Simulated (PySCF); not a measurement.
# GeCl₄: calculation against measurement

Isolated GeCl₄, optimised in PySCF with density fitting and no spin–orbit coupling; def2 sets carry scalar-relativistic core potentials from Rb on. All levels below give a singlet of Td symmetry: PBE0/def2-TZVP Ge–Cl 2.117 Å (×4); PBE/def2-TZVP Ge–Cl 2.140 Å (×4); PBE0/def2-SVP Ge–Cl 2.126 Å (×4).

Counting electrons, germanium keeps none of its valence electrons outside its bonds, so the VSEPR class is AX4 and the expected shape is tetrahedral (Td), as computed.

Question: The measured mean polarisability is 12.49 Å³ (NIST CCCBDB Release 22 (SRD 101), experimental polarizabilities). What do the calculations give?

Answer: PBE0/def2-TZVP 10.89 Å³, PBE/def2-TZVP 11.47 Å³, PBE0/def2-SVP 8.72 Å³. Basis sets without diffuse functions underestimate polarisabilities.
